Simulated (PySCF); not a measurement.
Isomers of C7H13N, one GFN2-xTB conformer each. Single-point energies are computed at PBE0/pcSseg-1 (PySCF, gas phase, no added dispersion term), electronic only.

```tsv
SMILES	GFN2-xTB relative energy (kJ/mol)
NC[C@@H]1C=CCCC1	1.9
C/N=C1/CCC1(C)C	0.0
```

Conformers: `[NH2:1][CH2:2][C@@H:3]1[CH:4]=[CH:5][CH2:6][CH2:7][CH2:8]1` with H–N1–C2–C3 -63° and 56°, N1–C2–C3–C4 -177°, C2–C3–C4–C5 -137°, C4–C5–C6–C7 -16°, C5–C6–C7–C8 48°, C6–C7–C8–C3 -64°.

Task: What does PBE0/pcSseg-1 give for the same structures?

Result: 
```csv
SMILES,PBE0/pcSseg-1 E (Eh),PBE0/pcSseg-1 (kJ/mol),GFN2-xTB (kJ/mol),point group
NC[C@@H]1C=CCCC1,-328.86738,0.0,1.9,C1
C/N=C1/CCC1(C)C,-328.84224,66.0,0.0,near Cs
```

GFN2-xTB puts C/N=C1/CCC1(C)C lowest instead. As drawn, the lower has an N–H bond and a C=C bond outside aromatic rings, which the higher lacks; the higher has a four-membered ring, a C=N bond and a quaternary carbon, which the lower lacks.

Task: Which frontier levels, dipoles and rotational constants go with these structures?

Result: 
| SMILES | HOMO (eV, PBE0/pcSseg-1) | LUMO (eV) | dipole (D) | A, B, C (MHz) |
| --- | --- | --- | --- | --- |
| NC[C@@H]1C=CCCC1 | -6.59 | 0.56 | 1.53 | 4149, 1369, 1105 |
| C/N=C1/CCC1(C)C | -6.49 | 0.23 | 1.80 | 2667, 1834, 1454 |
